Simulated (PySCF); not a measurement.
C₄H₁₀Te, SMILES CC(C)([TeH])C. Geometry: PBE-D3(BJ)/def2-SVP. The def2 effective core potentials stand for the cores of Te; spin–orbit coupling is left out.

Computed equilibrium geometry at PBE-D3(BJ)/def2-SVP (PySCF confirms it by a frequency run) as bond lengths and angles, and its point group:
point group Cs.
Atoms: Te1 H2 C3 C4 C5 C6 H7 H8 H9 H10 H11 H12 H13 H14 H15. Bonded distances (Å): Te1–H2 1.683, Te1–C3 2.247, C3–C4 1.529, C3–C5 1.529, C3–C6 1.532, C4–H7 1.114, C4–H8 1.108, C4–H9 1.107, C5–H10 1.108, C5–H11 1.107, C5–H12 1.114, C6–H13 1.109, C6–H14 1.109, C6–H15 1.112. Angles (°): H2–Te1–C3 92.5, Te1–C3–C4 109.0, Te1–C3–C5 109.0, Te1–C3–C6 105.0, C4–C3–C5 111.4, C4–C3–C6 111.1, C5–C3–C6 111.1, C3–C4–H7 109.3, C3–C4–H8 111.9, C3–C4–H9 111.9, H7–C4–H8 107.5, H7–C4–H9 108.0, H8–C4–H9 108.1, C3–C5–H10 111.9, C3–C5–H11 111.9, C3–C5–H12 109.3, H10–C5–H11 108.1, H10–C5–H12 107.5, H11–C5–H12 108.0, C3–C6–H13 112.0, C3–C6–H14 112.0, C3–C6–H15 109.2, H13–C6–H14 108.5, H13–C6–H15 107.4, H14–C6–H15 107.4.
Charge 0, spin multiplicity 1.
